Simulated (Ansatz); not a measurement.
`O[SiH](F)[SiH3]` + CH₃OH → `CO[SiH](O)[SiH3]` + H–F at 600 K and 1 bar (ligand exchange at the Si–F bond).

Computed with Ansatz on PBE0-D4/def2-TZVP structures; ΔE is electronic, products minus reactants. CBS: MP2 limit from def2 TZ/QZ plus the TZ coupled-cluster correction, frozen cores. This one scheme is used for every species. Each species was taken in one conformer, which may not be the lowest.

```csv
species,CCSD(T)/CBS energy (Eh),H − E (kJ/mol),S (J/(mol·K))
`O[SiH](F)[SiH3]`,-756.23815,192.9,428.9
CH₃OH,-115.61712,163.6,277.3
`CO[SiH](O)[SiH3]`,-771.44542,315.0,505.1
H–F,-100.39570,42.3,194.0
```

H − E and S are ideal-gas, rigid-rotor, harmonic terms from PBE0-D4/def2-TZVP, for one conformer and one mirror image of each species. 1 Eh = 2625.50 kJ/mol, R = 8.31446 J/(mol·K).

Q: By hand: ΔE, ΔH, ΔS and ΔG.

A: ΔE = (-771.44542) + (-100.39570) − (-756.23815) − (-115.61712) = 0.01415 Eh = 37.2 kJ/mol. Δ(H − E) = 315.0 + 42.3 − 192.9 − 163.6 = 0.8, so ΔH = 38.0 kJ/mol. ΔS = 505.1 + 194.0 − 428.9 − 277.3 = -7.1 J/(mol·K). ΔG = 38.0 − 600 × (-7.1)/1000 = 42.3 kJ/mol.

Q: By hand: the equilibrium constant, and the temperature at which ΔG would vanish if ΔH and ΔS stayed fixed.

A: log₁₀ K = −ΔG/(RT ln 10) = -3.7. ΔH and −TΔS have one sign here, so there is no such temperature.

The number of gas molecules stays the same, so ΔS is small and ΔH decides. A doubt of 5 kJ/mol in ΔE shifts log₁₀ K by 0.4 here. Other conformers and mirror images would add mixing entropy, several J/(mol·K) or more a flexible species. These are equilibria of isolated gas molecules and say nothing of rates. Largest T1 diagnostic: 0.013 (customary marks: 0.02 for closed shells, 0.045 for open ones).

ΔS is within the doubt of such terms, so its sign, and with it that verdict, could turn.
